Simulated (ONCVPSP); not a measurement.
**Pseudopotential generation for He: ONCV, PBEsol, scalar-relativistic.**

The input file (ONCVPSP 4.0.1):

```
# ATOM AND REFERENCE CONFIGURATION
# atsym  z   nc   nv     iexc    psfile
  He 2.00    0    1  -116133      upf
#
#   n    l    f
    1    0    2.00
#
# PSEUDOPOTENTIAL AND OPTIMIZATION
# lmax
    1
#
#   l,   rc,      ep,       ncon, nbas, qcut
    0    0.65    0.00    4    8   12.20
    1    0.50    0.21    4    8   17.00
#
# LOCAL POTENTIAL
# lloc, lpopt,  rc(5),   dvloc0
    4    5    0.30    0.00
#
# VANDERBILT-KLEINMAN-BYLANDER PROJECTORs
# l, nproj, debl
    0    2    3.00
    1    2    1.80
#
# MODEL CORE CHARGE
# icmod, fcfact, rcfact
    0    0.00    0.00
#
# LOG DERIVATIVE ANALYSIS
# epsh1, epsh2, depsh
   -2.00    5.00    0.02
#
# OUTPUT GRID
# rlmax, drl
    6.00    0.01
#
# TEST CONFIGURATIONS
# ncnf
    2
# nvcnf
#   n    l    f
    1
    1    0    1.00
#
    1
    1    0    1.50
#
```

Command:

```bash
oncvpsp.x < He.dat > He.out
```

Resulting log (shortened: citation, most of the input echo, consistency checks and plot data are left out):

```
ONCVPSP  (Optimized Norm-Conservinng Vanderbilt PSeudopotential)
scalar-relativistic version 4.0.1

#   n    l    f        energy (Ha)
    1    0    2.00    -5.6958129E-01

Reference configufation results
  iterations    21
  all-electron total energy (Ha)   -2.85785548D+00

Begin loop to  construct optimized pseudo wave functions
and semi-local pseudopoentials for all angular momenta

   Wellstate for l =  0  n =  3
     eigenvalue =   2.4304
     asymptotic potential =   2.9304
     half-point radius =  2.7923

Calculating optimized projector #   1

 for l=   0

    Fraction of norm inside rc  0.365862
    Optimizing pswf for qcut=  12.21 a_B^-1,  ecut=  74.53 Ha
    Residual kinetic energy error=  1.88D-04 Ha

    Energy error per electron        Cutoff
         Ha          eV             Ha
         0.01000     0.27211       38.60
         0.00100     0.02721       59.63
         0.00010     0.00272      108.14
         0.00001     0.00027      380.75

Calculating optimized projector #   2

 for l=   0

    Fraction of norm inside rc  0.061160
    Optimizing pswf for qcut=  12.21 a_B^-1,  ecut=  74.53 Ha
    Residual kinetic energy error=  8.70D-05 Ha

    Energy error per electron        Cutoff
         Ha          eV             Ha
         0.01000     0.27211       29.74
         0.00100     0.02721       53.04
         0.00010     0.00272       73.52
         0.00001     0.00027      138.42

   Wellstate for l =  1  n =  2
     eigenvalue =   0.2100
     asymptotic potential =   0.7100
     half-point radius =  6.8416

   Wellstate for l =  1  n =  3
     eigenvalue =   2.0100
     asymptotic potential =   2.5100
     half-point radius =  2.8288

Calculating optimized projector #   1

 for l=   1

    Fraction of norm inside rc  0.000511
    Optimizing pswf for qcut=  16.97 a_B^-1,  ecut= 144.02 Ha
    Residual kinetic energy error=  2.04D-08 Ha

    Energy error per electron        Cutoff
         Ha          eV             Ha
         0.01000     0.27211        1.07
         0.00100     0.02721        4.46
         0.00010     0.00272       14.61
         0.00001     0.00027       38.32

Calculating optimized projector #   2

 for l=   1

    Fraction of norm inside rc  0.007740
    Optimizing pswf for qcut=  16.97 a_B^-1,  ecut= 144.02 Ha
    Residual kinetic energy error=  3.50D-07 Ha

    Energy error per electron        Cutoff
         Ha          eV             Ha
         0.01000     0.27211        7.26
         0.00100     0.02721       20.21
         0.00010     0.00272       48.02
         0.00001     0.00027       88.27

Construct Vanderbilt / Kleinmman-Bylander projectors

B matrix Hermiticity error, ll=   0
   1   2   -9.5177E-05

  Orthonormal projector coefficients -5.6697E+00 -2.1257E+00

B matrix Hermiticity error, ll=   1
   1   2    6.9616E-07

  Orthonormal projector coefficients -7.0677E+01 -8.7793E-01

Pseudoatom total energy   -2.854130

Diagnostic tests using Vanderbilt-Kleinman-Bylander pseudopotentials
  1 or more projectors used as specified by nproj input data

   l    rcore       rmatch      e in        delta e   norm test  slope test

   0   0.6518857   0.6716784  -0.5695813  -0.0000188   1.0000262   1.0000516
   0   0.6518857   0.6716784   2.4304187  -0.0000103   1.0001353   1.0001353

   1   0.5010261   0.5162383   0.2100000  -0.0005403   1.0001041   1.0001041
   1   0.5010261   0.5162383   2.0100000  -0.0005733   1.0001203   1.0001203

 Testing for bound ghosts
   n   l    E NL Schr. Eq   E Basis Diag.   E Cutoff

   1   0       -0.569600       -0.406157    613.67

 Testing for highly-localized positive-energy ghosts
       l    <radius>/rc     E Basis Diag.   E Cutoff

Test configuration 0

   n   l     f        eae           eps        diff
   1   0  2.0000   -0.56958129   -0.56960007   -1.88D-05

    Total energies and differences
      AE_ref= -2.85785548D+00  AE_tst= -2.85785548D+00  dif=  0.00D+00
      PS_ref= -2.85412976D+00  PS_tst= -2.85412976D+00  dif= -4.44D-16
      PSP excitation error=  4.44D-16

Test configuration 1

   n   l     f        eae           eps        diff
   1   0  1.0000   -1.42014362   -1.41880612    1.34D-03

    Total energies and differences
      AE_ref= -2.85785548D+00  AE_tst= -1.88055741D+00  dif=  9.77D-01
      PS_ref= -2.85412976D+00  PS_tst= -1.87729367D+00  dif=  9.77D-01
      PSP excitation error=  4.62D-04

Test configuration 2

   n   l     f        eae           eps        diff
   1   0  1.5000   -0.96843876   -0.96807318    3.66D-04

    Total energies and differences
      AE_ref= -2.85785548D+00  AE_tst= -2.47585661D+00  dif=  3.82D-01
      PS_ref= -2.85412976D+00  PS_tst= -2.47219784D+00  dif=  3.82D-01
      PSP excitation error=  6.70D-05
```

The run took about 4.7 s on one core of a shared server CPU.
